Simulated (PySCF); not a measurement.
**Ionisation energy of Rb²⁺ by level of theory**

Rb²⁺ [Ar] 3d10 4s2 4p5 (2P) → Rb³⁺ [Ar] 3d10 4s2 4p4 (3P), as a difference of total energies. All numbers are calculated (PySCF 2.14, scalar relativity by spin-free X2C-1e, in cc-pVDZ-X2C (6s5p3d, 36 functions)). Correlated levels: valence: [Ar] 3d10 4s2 frozen. The calculations carry no spin-orbit coupling.

| method | ionisation energy (eV) |
| --- | --- |
| UHF | 39.872 |
| r2SCAN | 41.248 |
| MP2 (valence) | 39.930 |
| SCS-MP2 (valence) | 39.930 |
| CCSD(T) (valence) | 39.936 |

Task: Estimate what CCSD (valence) gives.

Result: 39.936 eV, closest to CCSD(T) (valence) among the rows shown.

Task: Estimate what LDA gives.

Result: 41.415 eV, closest to r2SCAN among the rows shown.

The reference lies between the lowest fine-structure levels, while these numbers refer to the centres of the terms.

Errors of the correlated levels include the incompleteness of this basis and the frozen core.

For comparison: 39.247 eV (semi-empirical (NIST evaluation); NIST Atomic Spectra Database, ionization energies).
